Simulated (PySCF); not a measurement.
Structure problem from calculated spectra and properties.

Elements present: C, H, N and Si. Monoisotopic mass: 174.1552 u.

| Item | Value |
| --- | --- |
| Dipole | 0.18 D [B3LYP/def2-SVPD] |
| Polarisability | 142.1 au [B3LYP/def2-SVPD] |
| NMR, other nuclei | isotropic shieldings of nuclei other than C and H, by class: 213 (2 N), 367 (1 Si) ppm [GIAO KT2/pcSseg-1] |
| 13C NMR | chemical shifts (computed TMS as zero) by class: 40.5 (2 C), 24.2 (2 C), 9.8 (2 C), 9.3 (2 C) ppm [GIAO KT2/pcSseg-1] |
| UV, first state | lowest singlet excitation: 5.50 eV (225 nm, f = 0.016) [TDDFT B3LYP/def2-SVPD] |
| Rotational structure | rotational constants A, B, C: 0.856, 0.621, 0.569 GHz [PBE0-D3(BJ)/def2-SVP] |
| UV, strongest line | among the 10 lowest singlet transitions: S2 at 5.63 eV (220 nm, f = 0.027) [TDDFT B3LYP/def2-SVPD] |
| Triplet | lowest triplet excitation (Tamm–Dancoff): 5.37 eV [TDA B3LYP/def2-SVPD] |
| 1H NMR | chemical shifts (computed TMS as zero) by class: 2.88 (4 H), 0.98 (6 H), 0.97 (6 H), 0.46 (4 H), 0.23 (2 H) ppm [GIAO KT2/pcSseg-1] |

Gas-phase values; electronic properties from PySCF, density fitting. Levels stand in brackets. Isolated species at its PBE0-D3(BJ)/def2-SVP geometry (one conformer only). NMR values are class means; diastereotopic atoms form classes of their own.

Task: Which formula fits the mass and the elements?

Result: C8H22N2Si (calculated 174.1552). No other formula that holds each of these elements comes within 0.0003 u with a fitting electron parity and a possible valence count.

Task: Propose a structure and show how it fits.

Result: 8 carbons fall into 4 classes; from least to most shielded: carbon bonded to C, N and 2 H (40.5 ppm, 2 C, up to 2.8 ppm apart in this geometry), carbon bonded to C and 3 H (24.2 ppm, 2 C, up to 2.0 ppm apart in this geometry), carbon bonded to C, Si and 2 H (9.8 ppm, 2 C, up to 3.0 ppm apart in this geometry), carbon bonded to C and 3 H (9.3 ppm, 2 C). Hydrogen classes from least to most shielded: 4 H on 2 like atoms (carbon bonded to C, N and 2 H) (2.88 ppm), 6 H on 2 like atoms (carbon bonded to C and 3 H) (0.98 ppm, a mean of values up to 0.6 ppm apart in this geometry), 6 H on 2 like atoms (carbon bonded to C and 3 H) (0.97 ppm), 4 H on 2 like atoms (carbon bonded to C, Si and 2 H) (0.46 ppm, a mean of values up to 0.5 ppm apart in this geometry), 2 H on 2 like atoms (nitrogen bonded to C, Si and H) (0.23 ppm). The other shieldings belong to: 213 ppm, nitrogen bonded to C, Si and H; 367 ppm, silicon bonded to 2 C and 2 N. The optimised geometry has point group C1 and is an asymmetric top. Structure: SiEt2(NHEt)2 (`CCN[Si](CC)(CC)NCC`). The assignments are read from this structure; whether some other isomer fits the data as well wasn't checked.
